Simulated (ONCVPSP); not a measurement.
**Before and after: ONCV potential for Ar**

Ar, optimised norm-conserving Vanderbilt (ONCV), made with ONCVPSP 4.0.1 (PBEsol, scalar-relativistic). Core [Ne], reference 3s2 3p4 (charge +2). Waves: 3s: rc 1.15 bohr, ncon 4, nbas 7, qcut 6.4 1/bohr, 1 projector; 3p: rc 1.10 bohr, ncon 4, nbas 8, qcut 7.8 1/bohr, 2 projectors, debl 2.9 Ha; d scattering state at 0.41 Ha: rc 1.20 bohr, ncon 3, nbas 8, qcut 7.6 1/bohr, 1 projector. Local part: polynomial inside 1.00 bohr (lpopt 3, dvloc0 4 Ha). Core correction: Teter function, fcfact 5.75, rcfact 1.05.

In the d channel the program set the typed energies aside and used 0.050 Ha.

Change: core correction Teter function, fcfact 5.75, rcfact 1.86.

Cutoffs: the cutoffs (Ha) at which the residual kinetic energy of the hardest occupied pseudo-wave falls to 1 and 0.1 mHa per electron; they do not see the model core or the augmentation charge, which bear on the density cutoff. Errors are all-electron minus pseudo energies relative to the spin-unpolarised reference configuration.

Task: Predict the effect on cutoff, ghosts and configuration errors.

Result: The potential gets neither clearly harder nor softer (20 Ha and 38 Ha → 20 Ha and 38 Ha); of the 4 tests that both files solve, the error grows in 0 and shrinks in 2 by more than 15 % and 0.3 meV (median size 17.2 → 7.7 meV); neither file shows a bound ghost. A model core, the more so a compact one, raises the density cutoff, which this test does not measure.

| quantity | base | changed |
| --- | --- | --- |
| cutoff, loose | 20 Ha | 20 Ha |
| cutoff, tight | 38 Ha | 38 Ha |
| bound ghosts | none | none |
| GHOST(+) flags under 300 eV | none | none |
| error for 3s2 3p6, meV [ΔE -44.62 eV] | +21 | -1.6 |
| error for 3s2 3p5, meV [ΔE -28.60 eV] | +9.7 | -0.7 |
| error for 3s2 3p3, meV [ΔE 42.52 eV] | +13 | -14 |
| error for 3s2 3p2, meV [ΔE 100.09 eV] | +83 | -77 |
| s: phases at 1.17 bohr within 0.05 rad from the reference energy up to (Ha; the scan ends near 5) | 2.0 | 2.0 |
| p: phases at 1.12 bohr within 0.05 rad from the reference energy up to (Ha; the scan ends near 5) | to the end of the scan | to the end of the scan |
| d: phases at 1.22 bohr within 0.05 rad from the reference energy up to (Ha; the scan ends near 5) | 4.4 | 4.4 |
| rms error of d²Exc/dni dnj with the model core, mHa | 1.84 | 7.88 |
